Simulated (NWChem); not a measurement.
System: AlH2OBr; SMILES [OH][AlH][Br]

```xyz
5

Al    -0.5912     1.1864     0.0000
H     -2.1448     1.3982     0.0000
Br     0.3138    -0.8812     0.0000
O      0.4019     2.5568     0.0000
H      1.3598     2.5914     0.0000
```
Atoms are numbered in this order, from 1.

Computed with NWChem. The geometry was optimised at PBE0/def2-SVP. Static field.

**Question.** Among these, which level gives the lowest value of “isotropic polarisability (bohr³)”?
A. LC-BLYP (range parameter 0.33 per bohr)/aug-cc-pVDZ
B. BHandHLYP/aug-cc-pVDZ
C. PBE/aug-cc-pVDZ
D. B3LYP/aug-cc-pVDZ

**Answer.** B, BHandHLYP/aug-cc-pVDZ. Values: BHandHLYP/aug-cc-pVDZ 48.9; LC-BLYP (range parameter 0.33 per bohr)/aug-cc-pVDZ 51.2; B3LYP/aug-cc-pVDZ 51.8; PBE/aug-cc-pVDZ 54.3
